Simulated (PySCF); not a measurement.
Au(Cl) anion (AuCl), SMILES [Au][Cl] (connectivity only; charge and spin as stated), charge -1, multiplicity 2.

Coordinates come from a B3LYP-D3(BJ)/def2-TZVPD optimisation. The multiplicity is an assumed one; other spin states were not compared. The def2 effective core potentials stand for the cores of Au; spin–orbit coupling is left out.

Two levels are set side by side: PBE/def2-TZVPD (PySCF) and CAM-B3LYP/def2-TZVPD (PySCF). Same geometry, gas phase. Differences are taken from unrounded values.

```csv
quantity,CAM-B3LYP
α-spin orbital gap (eV),6.15
β-spin orbital gap (eV),6.53
mean polarisability (bohr³),77.6
```

Task: What does PBE give, and how far is it from CAM-B3LYP? (An estimate is asked for; the answer gives what the named calculation found.)

Result: 
| quantity | PBE | PBE minus CAM-B3LYP |
|---|---|---|
| α-spin orbital gap (eV) | 3.32 | -2.82 |
| β-spin orbital gap (eV) | 2.09 | -4.45 |
| mean polarisability (bohr³) | 81.5 | 3.9 |

Loosely held outer electrons make PBE densities more polarisable. Differences between two approximate levels are no errors against the true value.

Rough cost on one machine, each run with all the roots and properties that it gave: CAM-B3LYP against PBE within a factor of 2.
